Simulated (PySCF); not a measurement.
difluoro(1-fluoroethenyl)borane (C2H2BF3), SMILES FB(F)C(F)=C. The structure is a stationary point at B3LYP-D3(BJ)/def2-SVP. One conformer was computed; it need not be the lowest.

Task: Give the equilibrium geometry at B3LYP-D3(BJ)/def2-SVP (PySCF confirms it by a frequency run) as bond lengths and angles, and its point group. (The exact figures need the calculation; the answer reports its results.)

Result: Several could match; the one computed here: point group Cs.
Atoms: C1 C2 F3 B4 F5 F6 H7 H8. Bonded distances (Å): C1–C2 1.338, C1–H7 1.091, C1–H8 1.093, C2–F3 1.348, C2–B4 1.560, B4–F5 1.317, B4–F6 1.322. Bond angles (°): C2–C1–H7 119.6, C2–C1–H8 121.4, H7–C1–H8 119.0, C1–C2–F3 120.1, C1–C2–B4 124.3, F3–C2–B4 115.6, C2–B4–F5 121.7, C2–B4–F6 120.2, F5–B4–F6 118.2.
Charge 0, spin multiplicity 1.
